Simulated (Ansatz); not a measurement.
`CN(C)CCCN` and `CN(C)[CH2][AlH2]` differ in one atom or group.

Ansatz, PBE0-D4/def2-TZVP geometries, multiplicity 1. Each molecule was computed in one conformer, which needn't be the lowest.

```csv
property,`CN(C)CCCN`
size of the dipole moment (ωB97M-V/def2-TZVPP) / D,2.13
size of the dipole moment (B3LYP/def2-TZVPP) / D,2.07
size of the dipole moment (PBE/def2-TZVPP) / D,1.94
LUMO energy (ωB97M-V/def2-TZVPP) / eV,2.43
HOMO–LUMO gap (PBE/def2-TZVPP) / eV,4.96
LUMO energy (B3LYP/def2-TZVPP) / eV,0.68
```

(1) Give the same properties after the change, and the shifts. (An estimate is asked.)

Answers

(1) The calculation gave: 
```csv
property,`CN(C)[CH2][AlH2]`,shift
size of the dipole moment (ωB97M-V/def2-TZVPP) / D,0.96,-1.17
size of the dipole moment (B3LYP/def2-TZVPP) / D,0.92,-1.15
size of the dipole moment (PBE/def2-TZVPP) / D,0.93,-1.01
LUMO energy (ωB97M-V/def2-TZVPP) / eV,0.26,-2.17
HOMO–LUMO gap (PBE/def2-TZVPP) / eV,2.69,-2.27
LUMO energy (B3LYP/def2-TZVPP) / eV,-1.53,-2.21
```

Dipoles are sizes alone; their direction can turn.

B3LYP here is the variant with VWN-RPA as its local correlation; programs differ in this.
